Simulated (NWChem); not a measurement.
System: C5H3F; SMILES C#CC(F)=C=C

**Question.** Give the equilibrium geometry at PBE-D3(BJ)/def2-SVP (NWChem) as an XYZ file, with the point group.

**Answer.** point group Cs; any orientation.
```
9

C      0.9417     2.3387     0.0000
C      0.3321     1.2752     0.0000
C     -0.3789     0.0424     0.0000
F     -1.7352     0.1501     0.0000
C      0.2050    -1.1526     0.0000
C      0.8088    -2.3195     0.0000
H      1.4806     3.2760     0.0000
H      1.0743    -2.8352     0.9416
H      1.0743    -2.8352    -0.9416
```
